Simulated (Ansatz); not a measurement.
System: sum formula HBO, net charge 0, singlet state. SMILES: O=B
Geometry from a B3LYP-D3(BJ)/def2-TZVP (Ansatz, a first-principles code) optimisation:
```xyz
3

H      0.0000     0.0000    -1.7698
B      0.0000     0.0000    -0.6017
O      0.0000     0.0000     0.5973
```

Atomisation energy built up term by term with Ansatz (kcal/mol; UHF references for open shells; valence terms freeze the core; atomic spin-orbit terms are left out). Basis-set limits of correlation are two-point, X^-3; Hartree-Fock from the larger set (for Q and 5 zeta extrapolated as (X+1)exp(-9√X)).

| term | basis | kcal/mol |
|---|---|---|
| Hartree-Fock | CBS(cc-pVQZ,cc-pV5Z) | (withheld) |
| CCSD correlation | CBS(cc-pVQZ,cc-pV5Z) | 75.61 |
| (T) | CBS(cc-pVQZ,cc-pV5Z) | (withheld) |
| CCSDT - CCSD(T) | cc-pVDZ | 0.04 |
| (Q) | cc-pVDZ | 0.60 |
| core correlation | cc-pwCVTZ | 1.73 |
| scalar relativity (X2C) | cc-pVTZ-DK against cc-pVTZ | -0.23 |
| sum: De |  | (withheld) |

Task: What belongs in the gaps?

Result: 
- Hartree-Fock, kcal/mol: 227.10
- (T), kcal/mol: 7.06
- sum: De, kcal/mol: 311.9
